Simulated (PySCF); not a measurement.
## Ionisation energy of Mn by level of theory

Mn [Ar] 3d5 4s2 (6S) → Mn⁺ [Ar] 3d5 4s1 (7S), as a difference of total energies. Calculation: PySCF 2.14, in pcseg-2 (6s4p3d2f1g, 56 functions); no relativity, point nucleus. Correlated levels: valence: [Ar] frozen. The calculations carry no spin-orbit coupling.

```tsv
method	ionisation energy (eV)
UHF	5.973
LDA	7.488
B3LYP	7.496
MP2 (valence)	6.873
SCS-MP2 (valence)	7.072
```

Q: How much does correlation contribute at MP2 (valence)?

A: 6.873 − (5.973) = 0.900 eV, measured against UHF.

These non-relativistic numbers lack the scalar-relativistic shift.

Errors of the correlated levels include the incompleteness of this basis and the frozen core.

MP2 underrates the near-degeneracy of ns² with np² in the lower species.

For comparison: 7.434 eV (measured; NIST Atomic Spectra Database, ionization energies).
